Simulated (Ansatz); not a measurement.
`[Cl][InH][SeH]` + NH₃ → `[NH2][InH][Cl]` + H₂Se  (ligand exchange at the In–Se bond)

Isolated molecules relaxed with PBE0-D4/def2-TZVP in Ansatz; ΔE leaves out vibrations. CBS: MP2 limit from def2 TZ/QZ plus the TZ coupled-cluster correction, frozen cores. This one scheme is used for every species. Functionals use def2-TZVPP. B3LYP here is the variant with VWN-RPA as its local correlation; programs differ in this. def2 core potentials past Kr. For In, Se outer-core shells are correlated without core-valence functions, which leaves a few kJ/mol of doubt a bond. Scalar relativity is left out up to krypton. One conformer a species, not always the lowest.

```csv
level,ΔE (kJ/mol)
LDA (SPW92),94.6
r2SCANh-D4,103.1
ωB97X-V,95.0
B3LYP,99.1
```

(1) What does CCSD(T)/CBS give? (An estimate is asked.)

Largest T1 diagnostic among the species: 0.014.

Results:

(1) The calculation gave: +98.9 kJ/mol. The listed levels differ from it by -4.3, 4.2, -3.9, 0.2 kJ/mol.

From r2SCAN to r2SCAN0 (25 % exact exchange), in def2-TZVPP and without D4, ΔE moves by +3.9 kJ/mol. In def2-TZVPP, CCSD(T) changes the Hartree–Fock value by −10.3 kJ/mol (the triples alone add −0.6 kJ/mol) and MP2 by −7.2 kJ/mol.
